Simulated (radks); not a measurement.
Problem. The mean radii <r> (bohr) of the occupied orbitals of an atom or ion are listed with their occupations. Method: scalar-relativistic Kohn-Sham, PBE, spin-polarised, spherical densities, finite nucleus; Fermi nuclear charge, rms radius of each element as measured or else 0.836 A^(1/3) + 0.57 fm; computed with a radial shooting solver on a logarithmic mesh with Libxc functionals.

| orbital | occ. | <r> |
|---|---|---|
| 1s | 2 | 0.01580 |
| 2s | 2 | 0.06649 |
| 2p | 6 | 0.06054 |
| 3s | 2 | 0.1716 |
| 3p | 6 | 0.1737 |
| 3d | 10 | 0.1575 |
| 4s | 2 | 0.3771 |
| 4p | 6 | 0.4025 |
| 4d | 10 | 0.4225 |
| 5s | 2 | 0.8310 |
| 4f | 14 | 0.4409 |
| 5p | 6 | 0.9474 |
| 5d | 10 | 1.218 |
| 6s | 2 | 2.014 |

Name the element and its charge. Open shells, if any, are filled with parallel spins first.

Solution. Z = 83, bismuth, charge +3: Bi3+ in [Hg]. The 1s radius gives Z: for a bare nucleus <r> = (2 gamma + 1)/(2Z) with gamma = sqrt(1 - (Z/c)^2), 0.01561 bohr for Z = 83, and screening makes it slightly larger (0.01580 here). The occupations add up to 80, and the charge is Z minus that.
